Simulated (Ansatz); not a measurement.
`BC(C)=N` and `BC(=N)CF` differ in one atom or group.

Ansatz, PBE0-D4/def2-TZVP geometries, multiplicity 1. Each molecule was computed in one conformer, which needn't be the lowest.

```tsv
property	`BC(C)=N`
zero-point energy (PBE0-D4/def2-TZVP) / kJ/mol	207.1
HOMO energy (PBE/def2-TZVPP) / eV	-6.06
HOMO–LUMO gap (PBE/def2-TZVPP) / eV	3.03
HOMO–LUMO gap (ωB97M-V/def2-TZVPP) / eV	9.69
size of the dipole moment (B3LYP/def2-TZVPP) / D	1.54
LUMO energy (PBE/def2-TZVPP) / eV	-3.03
```

(1) What does the change do to each property? (Estimate.)

## Answers

(1) Ansatz gave: 
```csv
property,`BC(=N)CF`,shift
zero-point energy (PBE0-D4/def2-TZVP) / kJ/mol,189.0,-18.1
HOMO energy (PBE/def2-TZVPP) / eV,-6.27,-0.21
HOMO–LUMO gap (PBE/def2-TZVPP) / eV,3.07,0.04
HOMO–LUMO gap (ωB97M-V/def2-TZVPP) / eV,10.07,0.38
size of the dipole moment (B3LYP/def2-TZVPP) / D,2.00,0.46
LUMO energy (PBE/def2-TZVPP) / eV,-3.20,-0.17
```

With PBE0 the HOMO falls by 0.34 eV and the LUMO falls by 0.10 eV, so the gap widens by about 0.24 eV. PBE moves the HOMO by -0.21 eV and ωB97M-V by -0.38 eV. Dipoles are sizes alone; their direction can turn.

B3LYP here is the variant with VWN-RPA as its local correlation; programs differ in this.
